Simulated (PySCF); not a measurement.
Species: `C(=C)[Si@@](NC)(N)OC`. The columns A, B, C and D hold Mulliken, IAO, Hirshfeld and ESP-fitted charges (e) of one PBE0/pcSseg-1 density (PySCF), in a shuffled order. Coordinates in Å (GFN2-xTB); the density's dipole moment is (-0.61, -0.03, -0.67) D.

```
atom       x       y       z       A       B       C       D
  C1  -0.336  -2.477  -0.984  -0.173  -0.382  -0.282  -0.090
  C2  -0.577  -1.177  -1.050  -0.531  -0.373  -0.468  -0.150
 Si3  -0.136   0.048   0.330  +1.239  +0.980  +1.421  +0.471
  N4  -1.119  -0.027   1.753  -0.611  -1.085  -0.860  -0.332
  N5  -0.111   1.600  -0.427  -0.698  -0.703  -0.696  -0.254
  C6  -1.286   2.244  -0.967  -0.104  -0.207  -0.293  -0.068
  O7   1.321  -0.266   0.994  -0.644  -0.384  -0.638  -0.229
  C8   2.517  -0.433   0.297  -0.010  -0.162  -0.194  -0.038
  H9   0.127  -2.920  -0.116  +0.111  +0.181  +0.140  +0.043
 H10  -0.582  -3.162  -1.783  +0.114  +0.176  +0.144  +0.044
 H11  -1.042  -0.795  -1.951  +0.122  +0.194  +0.147  +0.036
 H12  -0.900  -0.731   2.439  +0.192  +0.383  +0.268  +0.114
 H13  -2.116   0.049   1.642  +0.180  +0.408  +0.255  +0.109
 H14   0.506   2.277  -0.002  +0.194  +0.372  +0.256  +0.113
 H15  -1.889   2.735  -0.194  +0.102  +0.107  +0.121  +0.033
 H16  -0.998   2.992  -1.708  +0.112  +0.105  +0.140  +0.041
 H17  -1.907   1.494  -1.451  +0.104  +0.106  +0.136  +0.043
 H18   2.749   0.448  -0.307  +0.092  +0.068  +0.127  +0.038
 H19   3.312  -0.587   1.029  +0.113  +0.117  +0.148  +0.044
 H20   2.461  -1.301  -0.365  +0.095  +0.099  +0.128  +0.033
```

Q: Which column most likely holds the ESP-fitted charges?

A: B. Σ q r misses the density's dipole by 0.05 D (B), 0.63 D (C), 0.63 D (A), 0.65 D (D). Charges fitted to the outside potential are the only set here that is tied to the molecule's multipoles.

Q: And the Hirshfeld charges?

A: D. The mean sizes are 0.116 e (D), 0.277 e (A), 0.330 e (B), 0.343 e (C), and Hirshfeld charges are commonly the smallest of these schemes.

As computed, A = Mulliken, B = ESP-fitted, C = IAO, D = Hirshfeld. Hydrogens on carbon: Mulliken +0.09 to +0.12, ESP-fitted +0.07 to +0.19, IAO +0.12 to +0.15, Hirshfeld +0.03 to +0.04 e.

The IAO scheme projects the occupied orbitals on a minimal set of polarised atomic orbitals and counts the electrons in each atom's part of it. The Hirshfeld scheme divides the density at each point in proportion to the densities of the neutral, spherically averaged free atoms.

The structure is a single GFN2-xTB conformer in the gas phase; no vibrational or solvent corrections.

Conformer computed: `[CH2:1]=[CH:2][Si@:3]([NH2:4])([NH:5][CH3:6])[O:7][CH3:8]`: C1–C2–Si3–N4 -73°, C2–Si3–N5–C6 67°, C2–Si3–O7–C8 52°, H–N4–Si3–C2 82°, H–N4–Si3–C2 -54°.
